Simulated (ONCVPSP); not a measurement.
## Pt (Z = 78): ONCV pseudisation with revPBE, scalar-relativistic reference atom.

| Property | Result |
| --- | --- |
| Element | platinum (Pt) |
| Generator | ONCVPSP 4.0.1 |
| Type | optimised norm-conserving Vanderbilt (ONCV) |
| Functional | revPBE |
| Relativity | scalar-relativistic |
| Frozen core | [Kr] 4d10 4f14 |
| Valence charge | 18 |
| Reference configuration | 5s2 5p6 5d8 6s2 |
| Partial waves | 5s+6s: rc 1.40 bohr, ncon 3, nbas 8, qcut 9.9 1/bohr, 3 projectors, debl 3.4 Ha; 5p: rc 1.75 bohr, ncon 4, nbas 8, qcut 8.8 1/bohr, 2 projectors, debl 1.2 Ha; 5d: rc 1.50 bohr, ncon 4, nbas 9, qcut 6.1 1/bohr, 2 projectors, debl 2.6 Ha |
| Local potential | polynomial inside 0.90 bohr (lpopt 3, dvloc0 0 Ha) |
| Core correction | Teter function, fcfact 5.5, rcfact 1.5 |

In the p channel the program set the typed energies aside and used -2.151, 0.250 Ha.

Results:

- Cutoffs needed: 33 Ha and 39 Ha (the cutoffs (Ha) at which the residual kinetic energy of the hardest occupied pseudo-wave falls to 1 and 0.1 mHa per electron)
- Ghost test: no bound ghost flagged; GHOST(+) flagged for s at 220.6 eV
- Largest excitation error: -20 meV (all-electron minus pseudo) for 5s2 5p6 5d9 6s0, out of 4 test configurations
- rms error of d²Exc/dni dnj: 5.22 mHa without and 2.55 mHa with the model core

Generation and tests took about 7.8 s on one core of a shared server CPU.
